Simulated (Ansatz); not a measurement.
Molecule: AgF (charge 0, triplet). The spin state was set by rule; other spins were not relaxed. 
Structure (B3LYP-D3(BJ)/def2-TZVP (Ansatz, a quantum-chemistry and plane-wave program) minimum search):
```
Ag
F 1 2.0136
```
Charge 0, spin multiplicity 3.

Task: Give the harmonic wavenumbers at B3LYP-D3(BJ)/def2-TZVP (Ansatz, finite differences of forces, unscaled).

Result: 395 cm⁻¹. Zero-point energy 0.6 kcal/mol.

Task: From these and the geometry, give the ideal-gas thermochemistry at 298.15 K and 1 atm (rigid rotor, harmonic oscillator).

Result: Point group C∞v, rotational symmetry number 1. Rotational constants 7.716, 7.716 GHz. S(trans) 40.43, S(rot) 15.28, S(vib) 0.98, S(elec, spin only) 2.18, S 58.9 cal/(mol K). H(298) - H(0) 2.27 kcal/mol; G - E(el) -14.7 kcal/mol.
